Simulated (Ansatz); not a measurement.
C11H14OTi (`C[O][TiH]12345678([C@H]9[C@@H]1[C@@H]2[C@@H]3[C@H]94)[C@H]1[C@@H]5[C@@H]6[C@@H]7[C@H]18`). Charge 0, multiplicity 1. All single points use the PBE0-D4/def2-TZVP geometry. It is one conformer, not always the lowest.

```xyz
27

C    -1.913    2.150   -0.966
O    -1.003    1.115   -1.025
Ti   -0.092   -0.181   -0.115
C     0.946    0.559    1.868
C     0.548   -0.780    2.087
C    -0.857   -0.834    2.037
C    -1.329    0.480    1.815
C    -0.221    1.335    1.724
C     1.514   -1.905   -0.566
C     0.511   -1.977   -1.556
C     0.571   -0.790   -2.316
C     1.591    0.019   -1.787
C     2.172   -0.667   -0.700
H    -1.525    3.033   -1.491
H    -2.152    2.449    0.065
H    -2.852    1.859   -1.453
H    -1.293   -1.338   -0.220
H     1.959    0.930    1.855
H     1.208   -1.617    2.252
H    -1.467   -1.712    2.168
H    -2.364    0.760    1.683
H    -0.250    2.394    1.514
H     1.724   -2.663    0.173
H    -0.156   -2.807   -1.724
H    -0.107   -0.513   -3.107
H     1.850    1.012   -2.123
H     2.988   -0.311   -0.090
```

Task: What is the dipole moment at B3LYP/def2-TZVPP? (Estimate.)

Result: Computed: 1.20 D, with components (0.58, 0.64, 0.83) D in this frame, pointing from negative to positive charge.

Task: And with PBE, r2SCAN, ωB97M-V? (Estimate.)

Result: Computed: PBE 1.20 D, r2SCAN 1.21 D, ωB97M-V 1.18 D.

Task: Give the Mulliken charges with B3LYP, ωB97M-V, r2SCAN in def2-TZVPP. (Best estimate.)

Result: Ansatz gave: 
| atom | B3LYP | ωB97M-V | r2SCAN |
| --- | --- | --- | --- |
| C1 | -0.12 | -0.20 | -0.01 |
| O2 | -0.36 | -0.32 | -0.35 |
| Ti3 | 0.40 | 0.16 | 0.34 |
| C4 | -0.12 | -0.10 | -0.09 |
| C5 | -0.16 | -0.16 | -0.14 |
| C6 | -0.10 | -0.08 | -0.05 |
| C7 | -0.12 | -0.12 | -0.10 |
| C8 | -0.14 | -0.14 | -0.12 |
| C9 | -0.12 | -0.11 | -0.10 |
| C10 | -0.16 | -0.15 | -0.09 |
| C11 | -0.09 | -0.09 | -0.07 |
| C12 | -0.10 | -0.08 | -0.07 |
| C13 | -0.17 | -0.18 | -0.15 |
| H14 | 0.09 | 0.11 | 0.05 |
| H15 | 0.05 | 0.07 | 0.02 |
| H16 | 0.09 | 0.11 | 0.06 |
| H17 | -0.13 | -0.01 | -0.14 |
| H18 | 0.13 | 0.13 | 0.11 |
| H19 | 0.12 | 0.13 | 0.10 |
| H20 | 0.14 | 0.14 | 0.11 |
| H21 | 0.12 | 0.11 | 0.10 |
| H22 | 0.12 | 0.12 | 0.10 |
| H23 | 0.12 | 0.12 | 0.10 |
| H24 | 0.13 | 0.14 | 0.10 |
| H25 | 0.12 | 0.13 | 0.09 |
| H26 | 0.12 | 0.13 | 0.11 |
| H27 | 0.12 | 0.12 | 0.10 |

B3LYP here is the variant with VWN-RPA as its local correlation; programs differ in this.
